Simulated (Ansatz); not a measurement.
Reaction (formal exchange of groups at a Te–C bond): `[SiH3]OC[TeH]` + `FCCl` → `FC(Cl)[TeH]` + `CO[SiH3]`

Isolated molecules relaxed with PBE0-D4/def2-TZVP in Ansatz; ΔE leaves out vibrations. CCSD(T)/CBS adds triple-zeta CCSD(T) − MP2 to the extrapolated MP2 energy (def2 sets, frozen cores). This one scheme is used for every species. Functionals use def2-TZVPP. def2 core potentials past Kr. For Te outer-core shells are correlated without core-valence functions, which leaves a few kJ/mol of doubt a bond. Each species was taken in one conformer, which may not be the lowest.

`[SiH3]OC[TeH]`:

```xyz
10

Si    0.195   -1.463   -0.367
O    -0.842   -0.474    0.456
C    -0.843    0.910    0.362
Te    0.858    1.925    1.264
H    -0.382   -2.821   -0.256
H     1.561   -1.430    0.211
H     0.267   -1.030   -1.791
H    -1.703    1.298    0.907
H    -0.883    1.261   -0.672
H     1.774    1.824   -0.115
```

`FCCl`:

Z-matrix (Å, degrees):
```
C
F 1 1.355
Cl 1 1.766 2 110.5
H 1 1.089 2 109.3 3 -118.4
H 1 1.089 2 109.3 3 118.4
```

`FC(Cl)[TeH]`:

Z-matrix (Å, degrees):
```
C
Cl 1 1.761
Te 1 2.170 2 113.9
F 1 1.356 2 109.7 3 -119.5
H 1 1.088 2 107.3 3 122.3
H 3 1.656 1 91.5 2 57.0
```

`CO[SiH3]`:

```xyz
9

C     0.691   -0.767   -0.888
O     0.198    0.515   -0.576
Si   -0.652    0.821    0.795
H     1.390   -1.126   -0.124
H     1.220   -0.708   -1.840
H    -0.122   -1.497   -0.986
H    -0.986    2.263    0.769
H     0.156    0.498    2.005
H    -1.896    0.002    0.844
```

```json
{"level": "PBE-D4", "ΔE (kcal/mol)": "5.0"}
{"level": "ωB97M-V", "ΔE (kcal/mol)": "4.5"}
{"level": "MP2/def2-TZVPP", "ΔE (kcal/mol)": "5.2"}
{"level": "SCS-MP2/def2-TZVPP", "ΔE (kcal/mol)": "4.8"}
```

**Question.** What does CCSD(T)/CBS give? (Estimate.)

**Answer.** The calculation gave: +5.0 kcal/mol. The listed levels differ from it by 0.0, -0.5, 0.2, -0.2 kcal/mol.

Largest T1 diagnostic among the species: 0.012.
